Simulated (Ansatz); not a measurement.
Consider the ligand exchange at the In–Cl bond: `N#[C][In]([F])[Cl]` + H–F → `N#[C][In]([F])[F]` + HCl.

Calculated with Ansatz (gas phase, PBE0-D4/def2-TZVP geometries, no zero-point term in ΔE). CBS: MP2 limit from def2 TZ/QZ plus the TZ coupled-cluster correction, frozen cores. This one scheme is used for every species. DFT in def2-TZVPP. Elements past krypton have def2 core potentials. For In outer-core shells are correlated without core-valence functions, which leaves a few kJ/mol of doubt a bond.

(1) Is it downhill or uphill in electronic energy at CCSD(T)/CBS, and by how much? (Best estimate.)

(2) What do these levels give: revPBE-D4, BLYP-D4, PBE0-D4, revPBE, BHLYP, HF/def2-SVP, CCSD(T)/def2-SVP, HF/def2-TZVPP, CCSD/def2-TZVPP, HF/def2-QZVPP, MP2/CBS(def2), CCSD/CBS(def2)? (Estimate.)

Largest T1 diagnostic among the species: 0.017.

Answers

(1) Ansatz gave: Uphill: ΔE = +64.6 kJ/mol.

(2) The calculation gave: revPBE-D4 56.0, BLYP-D4 51.4, PBE0-D4 66.5, revPBE 53.7, BHLYP 63.1, HF/def2-SVP 69.1, CCSD(T)/def2-SVP 55.7, HF/def2-TZVPP 67.6, CCSD/def2-TZVPP 64.0, HF/def2-QZVPP 65.3, MP2/CBS(def2) 69.3, CCSD/CBS(def2) 65.2 kJ/mol.

At CCSD(T), def2-SVP lies −8.9 kJ/mol from the extrapolated value and def2-TZVPP −1.2 kJ/mol. Leaving LDA and LC-ωPBE aside and taking each functional with its dispersion term where it has one, the values, not all of them listed here, spread over 17.4 kJ/mol, from BLYP-D4 to PBE-QIDH. LDA lies +6.4 kJ/mol from PBE without D4.
